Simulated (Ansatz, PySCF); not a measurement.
Input for PySCF:
```python
from pyscf import gto, scf, dft

mol = gto.M(
    atom='''
O     0.007000    0.379000   -0.000000
H    -0.775900   -0.175300   -0.000000
H     0.768900   -0.203700    0.000000
''',
    basis='def2-tzvp',
    charge=-1,
    spin=1,
    verbose=3,
)

mf = dft.UKS(mol)
mf.xc = 'blyp'
mf.grids.atom_grid = (99, 590)
mf.grids.prune = None
mf.kernel()
```

Q: Give the equivalent Ansatz (a program for electronic structure) input.

A: This is not unique; one that fits is 
Ansatz 0.2 input:
```yaml
crystal:
  periodic: [false, false, false]
  atoms:
    - {symbol: O, position_ang: [0.00700000, 0.37900000, -0.00000000]}
    - {symbol: H, position_ang: [-0.77590000, -0.17530000, -0.00000000]}
    - {symbol: H, position_ang: [0.76890000, -0.20370000, 0.00000000]}
basis:
  gaussian:
    orbitals: def2-TZVP
hamiltonian:
  xc: blyp
total_charge: -1
magnetization: {spin_polarized: true, initial_magnetization: 1}
accuracy: high
```

Both were run: PySCF gave -76.348961 Eh and Ansatz -76.348961 Eh, 0.000 mEh apart.
